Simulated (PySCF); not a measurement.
## Ionisation energy of Ti¹⁸⁺ by level of theory

Ti¹⁸⁺ [He] 2s2 → Ti¹⁹⁺ [He] 2s1 [2s1/2^1, M_J = 1/2], as a difference of total energies. All numbers are calculated (PySCF 2.14, the two-component X2C-1e Hamiltonian, in an even-tempered Gaussian basis (17 s from 4.2 bohr⁻², ratio 2.4; 11 p from 5.4 bohr⁻², ratio 2.4; 5 d from 18 bohr⁻², ratio 2.6; 4 f from 27 bohr⁻², ratio 2.6)). Correlated levels: nothing frozen; the 34 highest virtual spinors dropped. "Screened" scales the spin-orbit matrix elements by Boettger's factors to mimic the two-electron term; Breit and QED terms are absent.

```
                    method  ionisation energy (eV)
 GHF (screened spin-orbit)                  1340.4
GMP2 (screened spin-orbit)                  1344.4
```

**Question.** How much does correlation contribute at GMP2 (screened spin-orbit)?

**Answer.** 1344.4 − (1340.4) = 4.0 eV, measured against GHF (screened spin-orbit).

For comparison: 1346.3 ± 0.5 eV (semi-empirical (NIST evaluation); NIST Atomic Spectra Database, ionization energies).
